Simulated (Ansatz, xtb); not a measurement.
Molecule: LiCl, charge 1, multiplicity 2. SMILES of the parent species: [Cl][Li]
Coordinates optimised at B3LYP-D3(BJ)/def2-TZVP (Ansatz, an electronic-structure program):
```xyz
2

Li     0.0000     0.0000    -2.0255
Cl     0.0000     0.0000     0.3574
```
Charge +1, spin multiplicity 2.

Harmonic wavenumbers from GFN2-xTB (xtb, at its own minimum), cm⁻¹: 295.

Q: Give the harmonic wavenumbers at B3LYP-D3(BJ)/def2-TZVP (Ansatz, finite differences of forces, unscaled).

A: 323 cm⁻¹. Zero-point energy 0.5 kcal/mol.

Q: From these and the geometry, give the ideal-gas thermochemistry at 298.15 K and 1 atm (rigid rotor, harmonic oscillator).

A: Point group C∞v, rotational symmetry number 1. Rotational constants 15.34, 15.34 GHz. S(trans) 37.16, S(rot) 13.92, S(vib) 1.29, S(elec, spin only) 1.38, S 53.7 cal/(mol K). H(298) - H(0) 2.32 kcal/mol; G - E(el) -13.2 kcal/mol.
